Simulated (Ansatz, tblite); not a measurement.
Spin states of the cluster B14, each relaxed with PBE0-D4/def2-SVP in Ansatz. Electronic energies in the gas phase.

The xTB rows come from tblite. The structure comes from a short search, and lower isomers may exist.

Singlet geometry (C2 within 0.1 Å):

```tsv
atom	x (Å)	y (Å)	z (Å)
B1	1.411	-1.650	-0.035
B2	2.882	0.204	-1.617
B3	1.268	-0.069	-1.017
B4	0.070	-2.253	0.526
B5	-1.275	0.312	0.959
B6	-0.710	1.802	0.086
B7	1.938	1.427	-1.636
B8	-2.654	-0.798	1.160
B9	2.712	-1.071	-0.725
B10	-1.312	-1.543	0.777
B11	-2.910	0.727	1.404
B12	-2.040	1.886	0.867
B13	0.019	-0.591	0.137
B14	0.601	1.614	-0.884
```

Triplet geometry (C2v within 0.1 Å):

```xyz
14

B    -1.003   -0.624   -1.816
B    -0.235    1.936   -2.722
B    -0.157    0.877   -1.361
B    -1.137   -1.838   -0.810
B     0.299   -0.648    1.461
B     0.983    1.022    1.316
B     0.518    2.484   -1.459
B    -0.093   -2.180    2.183
B    -0.911    0.564   -2.894
B    -0.602   -1.968    0.674
B     0.696   -1.185    3.054
B     1.181    0.257    2.666
B    -0.295   -0.475   -0.209
B     0.757    1.778   -0.083
```

Quintet geometry (C2v within 0.1 Å):

Cartesian coordinates in Å:
```
B 1.5529 1.3322 0.6567
B 2.8081 0.5103 -1.7258
B 1.3665 0.2972 -0.7666
B 0.4508 1.4329 1.8028
B -1.4231 -0.4727 0.5426
B -1.0573 -1.3180 -1.0824
B 1.7352 -0.4673 -2.2654
B -2.3501 -0.0757 1.9871
B 2.7447 1.3337 -0.4068
B -0.9329 0.6432 1.8254
B -2.9899 -1.0914 0.9968
B -2.3846 -1.6014 -0.3341
B 0.1277 0.4077 0.5115
B 0.3520 -0.9308 -1.7419
```

⟨S²⟩: triplet 2.04 at PBE0-D4/def2-TZVP (pure 2.00), quintet 6.06 at PBE0-D4/def2-TZVP (pure 6.00).

Run but left out: HF/STO-3G, HF/def2-TZVP, PBE-QIDH/def2-TZVP (singlet: restricted singlet, unstable in another Hartree–Fock run and untested here).

Only these spin states were relaxed.

```
              level  triplet − singlet (kJ/mol)  quintet − singlet (kJ/mol)  lowest of these                                  remarks
           GFN1-xTB                        83.2                       150.4          singlet                                        –
           GFN2-xTB                        52.3                       111.1          singlet                                        –
   PBE-D4/def2-TZVP                       -24.2                        41.9          triplet  restricted SCF unstable in HF (singlet)
r2SCAN-D4/def2-TZVP                       -41.3                        18.8          triplet  restricted SCF unstable in HF (singlet)
  PBE0-D4/def2-TZVP                       -29.4                        48.8          triplet  restricted SCF unstable in HF (singlet)
```

Change of the quintet − singlet gap on mixing in exact exchange, in kJ/mol: PBE to PBE0 (25 % exact exchange) 6.9.

The xTB methods have no term that favours high spin, so they put low spin too low.
